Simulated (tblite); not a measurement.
Species: C3H9FN2Si.
Geometry (GFN2-xTB, Å), atoms numbered from 1 in this order:
```xyz
16
C3H9FN2Si angstrom
C     -3.1348   -0.2557    0.4209
C     -1.9645   -0.0280   -0.1438
C     -0.7077   -0.7805    0.1699
N      0.3636    0.1394    0.4938
Si     2.0110   -0.1355    0.1373
N      2.7921    1.3668    0.3966
F      1.9973   -0.6593   -1.3964
H     -3.2659   -1.0327    1.1569
H     -4.0138    0.3110    0.1648
H     -1.8449    0.7574   -0.8775
H     -0.3962   -1.3451   -0.7128
H     -0.8908   -1.4953    0.9846
H      0.1393    0.7114    1.2929
H      2.7595   -1.1712    0.8323
H      2.3594    2.2108    0.0593
H      3.7887    1.4154    0.2771
```

Level: GFN2-xTB in tblite, geometry and Hessian alike; calculated harmonic values, unscaled, isolated species. Errors from tens to a few hundred cm⁻¹ against measured bands are possible. Modes of hydrogen on silicon can be 10 to 20 % off. One conformer, not necessarily the lowest.

Harmonic wavenumbers (cm⁻¹): 44.5, 53.7, 71.3, 132.9, 172.2, 198.4, 269.7, 297.0, 325.4, 414.3, 486.9, 524.3, 618.3, 659.0, 698.3, 749.3, 813.4, 882.7, 895.8, 930.8, 949.0, 964.1, 1023.2, 1115.8, 1155.0, 1191.5, 1265.9, 1313.5, 1373.6, 1415.1, 1466.6, 1521.6, 1717.9, 2316.2, 2870.1, 2962.8, 3068.9, 3095.1, 3123.3, 3464.4, 3490.4, 3534.7.

A = 5051, B = 961.3, C = 877.0 MHz; mass 120.052 u (most abundant isotopes); point group C1, symmetry number 1.

Question: What is the zero-point energy?

Answer: ½Σν̃ = 26818 cm⁻¹ = 320.82 kJ/mol.

Question: Give the ideal-gas entropy at 298.15 K and 1 bar in the rigid-rotor, harmonic-oscillator model (classical rotation).

Answer: Translation 168.57, rotation 120.14, vibration 127.01: S = 415.7 J/(mol K).

Question: And Cp and H(298.15 K) − H(0)?

Answer: Cp = 153.50 J/(mol K), of which vibrations give 120.24 (their classical limit is 42 R = 349.2); H(298.15 K) − H(0) = 29.01 kJ/mol without the zero-point energy, 19.09 from vibrations.

Question: Which modes carry the vibrational entropy at 298.15 K?

Answer: 44.5 cm⁻¹: 21.12; 53.7 cm⁻¹: 19.57; 71.3 cm⁻¹: 17.23; 132.9 cm⁻¹: 12.15; 172.2 cm⁻¹: 10.09; 198.4 cm⁻¹: 8.99 J/(mol K); the other 36 give 37.87 together.

Question: Blend soft modes into free rotors: weight 1/[1 + (100 cm⁻¹/ν̃)⁴] for the oscillator and the rest for a rotor with moment μB/(μ + B), μ = h/(8π²ν), B = 10⁻⁴⁴ kg m². What vibrational entropy results?

Answer: 113.39 J/(mol K) in place of 127.01, which changes −T·S at 298.15 K by +4.06 kJ/mol.

Question: What must be added to the electronic energy to get the Gibbs energy at 298.15 K and 1 bar?

Answer: ZPE + [H(298.15 K) − H(0)] − T·S = 320.82 + 29.01 − 123.95 = 225.88 kJ/mol.

Hindered rotation and anharmonicity are outside this model. Other conformers, if any are populated, would add a mixing term that is left out. The structure is chiral; the term R ln 2 for an equal mix with its mirror image is left out.
